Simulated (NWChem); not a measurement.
All runs are NWChem calculations. System: H₄BP, charge 0, spin multiplicity 1, at a geometry optimised with PBE0/def2-SVP. The structure started from a generated list of species. Level: PBE/def2-SVPD.

Input file:

```
start mol
memory heap 200 mb stack 900 mb global 1100 mb
geometry units angstroms nocenter noautoz
  B      1.268860     0.282261     0.000000
  H      1.834188     0.471989     1.048944
  H      1.834188     0.471989    -1.048944
  P     -0.559350    -0.036799     0.000000
  H     -0.811212    -0.901650     1.094219
  H     -0.811212    -0.901650    -1.094219
  symmetry group Cs
end
basis spherical
  * library def2-svpd
end
dft
  xc xpbe96 cpbe96
  semidirect memsize 60000000 filesize 0
  iterations 100
end
task dft energy
```

Part of the output:

```
             Northwest Computational Chemistry Package (NWChem) 7.3.0
             --------------------------------------------------------

                                NWChem Input Module
                                -------------------

 Scaling coordinates for geometry "geometry" by  1.889725989
 (inverse scale =  0.529177249)

 Turning off AUTOSYM since
 SYMMETRY directive was detected!

                             Geometry "geometry" -> ""
                             -------------------------

 Output coordinates in angstroms (scale by  1.889725989 to convert to a.u.)

  No.       Tag          Charge          X              Y              Z
 ---- ---------------- ---------- -------------- -------------- --------------
    1 B                    5.0000     1.26886000     0.28226100     0.00000000
    2 H                    1.0000     1.83418800     0.47198900     1.04894400
    3 H                    1.0000     1.83418800     0.47198900    -1.04894400
    4 P                   15.0000    -0.55935000    -0.03679900     0.00000000
    5 H                    1.0000    -0.81121200    -0.90165000     1.09421900
    6 H                    1.0000    -0.81121200    -0.90165000    -1.09421900

 Effective nuclear repulsion energy (a.u.)      46.0834818882

            Nuclear Dipole moment (a.u.)
            ----------------------------
        X                 Y               Z
 ---------------- ---------------- ----------------
     0.0000037795    -0.0000037795     0.0000000000

      Symmetry information
      --------------------

 Group name             Cs
 Group number              2
 Group order               2
 No. of unique centers     4

      Symmetry unique atoms

     1    2    4    5


 Summary of "ao basis" -> "" (spherical)
 ------------------------------------------------------------------------------
       Tag                 Description            Shells   Functions and Types
 ---------------- ------------------------------  ------  ---------------------
 *                         def2-svpd                  on all atoms

  pbe96 is a nonlocal functional; adding pw91lda local functional.
[...]
              MO Center= -3.3D-01,  1.3D-01, -1.7D-15, r^2= 2.3D+00
   Bfn.  Coefficient  Atom+Function         Bfn.  Coefficient  Atom+Function
  ----- ------------  ---------------      ----- ------------  ---------------
    49      0.352918  4 P  py                48     -0.307308  4 P  px
    45     -0.273281  4 P  px                46      0.261013  4 P  py
    39      0.221036  4 P  s                  6     -0.218165  1 B  py
    42      0.152692  4 P  px                 5     -0.151750  1 B  px
    43     -0.147239  4 P  py                38      0.128771  4 P  s

 Vector   13  Occ=0.000000D+00  E=-1.000551D-01  Symmetry=a'
              MO Center=  7.8D-01,  1.8D-01, -7.3D-15, r^2= 3.1D+00
   Bfn.  Coefficient  Atom+Function         Bfn.  Coefficient  Atom+Function
  ----- ------------  ---------------      ----- ------------  ---------------
     6      0.516755  1 B  py                 9     -0.354465  1 B  py
    39      0.163013  4 P  s                  5     -0.157326  1 B  px
    48     -0.146834  4 P  px                61     -0.130111  5 H  s
    69     -0.130111  6 H  s                 49      0.123237  4 P  py
    45     -0.109841  4 P  px                56     -0.108936  4 P  d -2

 Vector   14  Occ=0.000000D+00  E=-5.509557D-03  Symmetry=a'
              MO Center=  7.1D-02, -2.6D-01, -3.3D-13, r^2= 7.5D+00
   Bfn.  Coefficient  Atom+Function         Bfn.  Coefficient  Atom+Function
  ----- ------------  ---------------      ----- ------------  ---------------
     3      2.143905  1 B  s                  4     -1.620666  1 B  s
    41     -0.488409  4 P  s                 22     -0.396204  2 H  s
    30     -0.396204  3 H  s                 39      0.324260  4 P  s
    40     -0.216259  4 P  s                 28      0.213610  2 H  pz
    36     -0.213610  3 H  pz                48     -0.212102  4 P  px

 Vector   15  Occ=0.000000D+00  E=-2.311465D-03  Symmetry=a"
              MO Center= -3.4D-01, -1.2D-01,  8.1D-14, r^2= 4.0D+00
   Bfn.  Coefficient  Atom+Function         Bfn.  Coefficient  Atom+Function
  ----- ------------  ---------------      ----- ------------  ---------------
    50      0.376920  4 P  pz                47      0.299875  4 P  pz
    57      0.238039  4 P  d -1              61     -0.218336  5 H  s
    69      0.218336  6 H  s                 62     -0.201110  5 H  s
    70      0.201110  6 H  s                 19      0.164227  1 B  d  1
    52      0.160913  4 P  d -1              44     -0.150910  4 P  pz

 center of mass
 --------------
 x =  -0.05313967 y =   0.04524272 z =   0.00000000

 moments of inertia (a.u.)
 ------------------
          27.181339243215         -27.964275349896           0.000000000000
         -27.964275349896         143.264766386331           0.000000000000
           0.000000000000           0.000000000000         137.369801725446

     Multipole analysis of the density
     ---------------------------------

     L   x y z        total         alpha         beta         nuclear
     -   - - -        -----         -----         ----         -------
     0   0 0 0     -0.000000    -12.000000    -12.000000     24.000000

     1   1 0 0     -0.188811     -0.094407     -0.094407      0.000004
     1   0 1 0     -0.293630     -0.146813     -0.146813     -0.000004
     1   0 0 1      0.000000      0.000000      0.000000      0.000000

     2   2 0 0    -17.488863    -45.861602    -45.861602     74.234342
     2   1 1 0      0.444184     -9.230145     -9.230145     18.904475
     2   1 0 1      0.000000      0.000000      0.000000      0.000000
     2   0 2 0    -16.339157    -12.615842    -12.615842      8.892527
     2   0 1 1      0.000000      0.000000      0.000000      0.000000
     2   0 0 2    -15.966037    -16.187891    -16.187891     16.409746

 Task  times  cpu:        0.8s     wall:        0.8s

 Total times  cpu:        0.8s     wall:        0.8s
```
